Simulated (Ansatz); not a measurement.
All numbers were calculated with Ansatz.

A structure relaxed at PBE0-D4/def2-TZVP, charge 0, multiplicity 1:

Cartesian coordinates in Å:
```
C 0.770 -0.226 -2.061
C 0.231 -0.050 -0.678
C -0.715 0.917 -0.357
C -1.199 1.061 0.935
C -0.739 0.228 1.943
C 0.204 -0.747 1.656
C 0.664 -0.862 0.361
F 1.578 -1.807 0.087
H 1.854 -0.089 -2.084
H 0.318 0.493 -2.744
H 0.571 -1.233 -2.438
H -1.077 1.571 -1.144
H -1.936 1.825 1.153
H -1.112 0.334 2.955
H 0.587 -1.415 2.417
```

(1) Give its formula and SMILES.

(2) Point group (tolerance 0.08 Å, 0.16 Å for H)?

(3) Summarise the bond lengths by kind.

## Answers

(1) C7H7F, `Cc1ccccc1F`.

(2) Cs.

(3) 7 × C–C 1.379 to 1.495 Å; 7 × C–H 1.083 to 1.093 Å; 1 × C–F 1.343 Å.
